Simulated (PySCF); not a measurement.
C₂Cl₃, SMILES C(=[C]Cl)(Cl)Cl (connectivity only; charge and spin as stated), charge +1, multiplicity 1. Atoms are numbered in the order given.

```xyz
5

Cl     0.0000     0.0000    -2.4231
C      0.0000     0.0000    -0.8479
C      0.0000     0.0000     0.4742
Cl     0.0000    -1.5027     1.2775
Cl     0.0000     1.5027     1.2775
```
Charge +1, spin multiplicity 1.

The structure is a stationary point at PBE-D3(BJ)/def2-SVP. The spin state was assumed, not searched. The isomer is the one that the SMILES or the coordinates give; other isomers of the formula were not compared.

These are PBE-D3(BJ)/def2-SVP run with PySCF values and carry that method's errors.

Frequencies are harmonic and unscaled.

```
mode  ν (cm⁻¹)  IR (km/mol)  moving atoms (share of kinetic energy)
----  --------  -----------  --------------------------------------
1           72          0.1                         Cl 89 %, C 11 %
2          139          1.2                         C 84 %, Cl 16 %
3          235          1.5                         Cl 90 %, C 10 %
4          409          0.2                                  C 94 %
5          443          0.5                         C 89 %, Cl 11 %
6          473          0.7                                 Cl 99 %
7          890         86.7                         C 79 %, Cl 21 %
8          936        110.0                         C 73 %, Cl 27 %
9         1802         62.2                                  C 98 %
```
